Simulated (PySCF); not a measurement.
BF3, charge -1, doublet, geometry from GFN2-xTB (a state made from the parent by changing its charge; the spin is typed, not shown lowest) (in this run its highest filled SCF level lies above zero, so its values depend strongly on the basis, on diffuse functions most of all); DF-R2SCAN/pcseg-0 run with PySCF.

The PySCF input:
```python
from pyscf import gto, scf, dft

mol = gto.M(
    atom='''
B    -0.01665964    0.22066266    0.40640217
F    -1.17616439   -0.61899512    0.19030536
F     0.04332344    1.13683746   -0.71306201
F     1.14209631   -0.64043271    0.29697767
''',
    basis='pcseg-0',
    charge=-1,
    spin=1,
    verbose=4,
)

mf = dft.UKS(mol)
mf.xc = 'r2scan'
mf = mf.density_fit(auxbasis='def2-universal-jkfit')
mf.kernel()
```

Output, abridged:

```
PySCF version 2.14.0

[INPUT] verbose = 4
[INPUT] num. atoms = 4
[INPUT] num. electrons = 33
[INPUT] charge = -1
[INPUT] spin (= nelec alpha-beta = 2S) = 1
[INPUT] symmetry False subgroup None
[INPUT] Mole.unit = angstrom
[INPUT] Symbol           X                Y                Z      unit          X                Y                Z       unit  Magmom
[INPUT]  1 B     -0.016659640000   0.220662660000   0.406402170000 AA   -0.031482156934   0.416991993318   0.767988797729 Bohr   0.0
[INPUT]  2 F     -1.176164390000  -0.618995120000   0.190305360000 AA   -2.222628574566  -1.169731249242   0.359625010437 Bohr   0.0
[INPUT]  3 F      0.043323440000   1.136837460000  -0.713062010000 AA    0.081869436374   2.148311447546  -1.347491908732 Bohr   0.0
[INPUT]  4 F      1.142096310000  -0.640432710000   0.296977670000 AA    2.158249233776  -1.210242423113   0.561206461411 Bohr   0.0

nuclear repulsion = 104.749849958579
number of shells = 8
number of NR pGTOs = 60
number of NR cGTOs = 36
basis = pcseg-0
ecp = {}

******** <class 'pyscf.df.df_jk.DFUKS'> ********
method = DFUKS
initial guess = minao
damping factor = 0
level_shift factor = 0
DIIS = <class 'pyscf.scf.diis.CDIIS'>
diis_start_cycle = 1
diis_space = 8
diis_damp = 0
SCF conv_tol = 1e-09
SCF conv_tol_grad = None
SCF max_cycles = 50
direct_scf = False
number electrons alpha = 17  beta = 16
XC library pyscf.dft.libxc version 7.1.2
    S. Lehtola, C. Steigemann, M. J. T. Oliveira, and M. A. L. Marques,  SoftwareX 7, 1–5 (2018)
XC functionals = r2scan
    J. W. Furness, A. D. Kaplan, J. Ning, J. P. Perdew, and J. Sun,  J. Phys. Chem. Lett. 11, 8208–8215 (2020)
    J. W. Furness, A. D. Kaplan, J. Ning, J. P. Perdew, and J. Sun,  J. Phys. Chem. Lett. 11, 9248–9248 (2020)
    J. W. Furness, A. D. Kaplan, J. Ning, J. P. Perdew, and J. Sun,  J. Phys. Chem. Lett. 11, 8208–8215 (2020)
    J. W. Furness, A. D. Kaplan, J. Ning, J. P. Perdew, and J. Sun,  J. Phys. Chem. Lett. 11, 9248–9248 (2020)
radial grids:
    Treutler-Ahlrichs [JCP 102, 346 (1995); DOI:10.1063/1.469408] (M4) radial grids

becke partition: Becke, JCP 88, 2547 (1988); DOI:10.1063/1.454033
pruning grids: <function nwchem_prune>
grids dens level: 3
symmetrized grids: False
atomic radii adjust function: <function treutler_atomic_radii_adjust>
small_rho_cutoff = 0
Set gradient conv threshold to 3.16228e-05
tot grids = 56832
init E= -323.479056650559

cycle= 1 E= -323.375890550778  delta_E= 0.103  |g|= 0.502  |ddm|= 1.45
cycle= 2 E= -323.287176438983  delta_E= 0.0887  |g|= 0.736  |ddm|= 0.77
cycle= 3 E= -323.450381725165  delta_E= -0.163  |g|= 0.0229  |ddm|= 0.461
cycle= 4 E= -323.450697413506  delta_E= -0.000316  |g|= 0.00568  |ddm|= 0.0438
cycle= 5 E= -323.450717459063  delta_E= -2e-05  |g|= 0.000266  |ddm|= 0.00759
cycle= 6 E= -323.4507175345  delta_E= -7.54e-08  |g|= 7.01e-05  |ddm|= 0.000621
cycle= 7 E= -323.450717537719  delta_E= -3.22e-09  |g|= 7.18e-05  |ddm|= 0.000149
cycle= 8 E= -323.450717539334  delta_E= -1.61e-09  |g|= 9.51e-06  |ddm|= 5.29e-05
cycle= 9 E= -323.450717539375  delta_E= -4.16e-11  |g|= 8.34e-07  |ddm|= 9.53e-06
Extra cycle  E= -323.450717539376  delta_E= -9.09e-13  |g|= 6.03e-07  |ddm|= 1.15e-06
converged SCF energy = -323.450717539376  <S^2> = 0.75143972  2S+1 = 2.0014392
```
